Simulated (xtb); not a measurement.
CBr₂, SMILES Br[C]Br (connectivity only; charge and spin as stated), neutral, multiplicity 1. All values are semi-empirical tight-binding results from xtb (GFN2-xTB unless named), good for trends rather than for accurate numbers. Geometry optimised at GFN2-xTB.

```
Quantity                                          Result
----------------------------------------  --------------
point group as xtb finds it                          C2v
orbital gap                                      1.40 eV
zero-point energy                           2.2 kcal/mol
G − E(el) at 298.15 K (modified RRHO)     -15.4 kcal/mol
static polarisability (D4 model)              52.9 bohr³
solvation energy, GFN2-xTB/ALPB(water)     -0.2 kcal/mol
solvation energy, GFN2-xTB/ALPB(acetone)   -4.9 kcal/mol
```
